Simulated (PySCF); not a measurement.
**How methods differ on the excitation energy of Cd⁺**

Cd⁺ [Kr] 4d10 5s1 (2S) → Cd⁺ [Kr] 4d10 5p1 (2P), as a difference of total energies. All numbers are calculated (PySCF 2.14, scalar relativity through the core potential, in def2-TZVPPD with the def2 core potential (28 electrons) (6s4p3d2f1g, 56 functions)). Correlated levels: valence: 4s2 4p6 frozen. The calculations carry no spin-orbit coupling.

```json
{"method": "UHF", "excitation energy (cm⁻¹)": "42100"}
{"method": "MP2 (valence)", "excitation energy (cm⁻¹)": "46359"}
{"method": "SCS-MP2 (valence)", "excitation energy (cm⁻¹)": "45822"}
{"method": "CCSD (valence)", "excitation energy (cm⁻¹)": "45473"}
{"method": "CCSD(T) (valence)", "excitation energy (cm⁻¹)": "45647"}
```

Errors of the correlated levels include the incompleteness of this basis and the frozen core.

For comparison: 45791 cm⁻¹ (measured; NIST levels, between the centres of gravity of the two terms).
